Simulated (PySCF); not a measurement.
A geometry optimisation on `O=CC(=O)[NH][GeH3]`.

Computed with PBE0-D3(BJ)/def2-SVP geometry optimisation, gas phase (PySCF 2.14.0). Start geometry: GFN2-xTB. The input is one job of a driver script: a line of settings, then coordinates in Å.

Command:
```bash
OMP_NUM_THREADS=1 python probes_run.py task.json out
```

Input:
```
{"job": {"xc": "PBE0", "basis": "def2-SVP", "d3": "d3bj", "grid": 1, "shake": 0.01, "kind": "geom"}, "charge": 0, "multiplicity": 1}
O      2.661590     0.458100    -0.661360
C      2.177150     0.047180     0.353680
C      0.676090    -0.129980     0.578030
O      0.275290    -0.566750     1.626740
N     -0.118250     0.215020    -0.425530
Ge    -1.896450    -0.055200     0.026600
H      2.814710    -0.253750     1.215070
H      0.320820     0.587380    -1.264680
H     -2.195750     0.804780     1.223530
H     -2.059310    -1.517800     0.295000
H     -2.617770     0.385200    -1.197820
```

Output:
```
step   0  E = -2360.38178205  max force = 0.027110
step   1  E = -2360.38666160  max force = 0.006563
step   2  E = -2360.38707621  max force = 0.005981
step   3  E = -2360.38715032  max force = 0.001189
step   4  E = -2360.38716832  max force = 0.001065
step   5  E = -2360.38717368  max force = 0.001218
step   6  E = -2360.38717740  max force = 0.001244
step   7  E = -2360.38718339  max force = 0.000885
step   8  E = -2360.38718749  max force = 0.000606
step   9  E = -2360.38718393  max force = 0.000950
step  10  E = -2360.38719552  max force = 0.000636
step  11  E = -2360.38720492  max force = 0.000471
step  12  E = -2360.38720871  max force = 0.000396
optimisation converged
```

Energies in Eh; «max force» is the largest Cartesian gradient component in Eh/bohr.

How much energy does the optimisation release, in kcal/mol?

E(step 0) − E(last step) = 0.005427 Eh, which is 3.4 kcal/mol.

Give the first gradient maximum in eV/Å.

With 1 Eh/bohr = 51.422 eV/Å, 1.394 eV/Å.

Summary of the converged run: final energy -2360.38721 Eh after 12 steps; dipole 1.98 D.

On an Arm Neoverse V1 with one thread, shared host with 32 logical CPUs at a one-minute load of 23, this took 94 s wall and 0.53 GiB of memory at its peak.
Labels such as C1 count atoms from 1, the log's own numbers from 0.
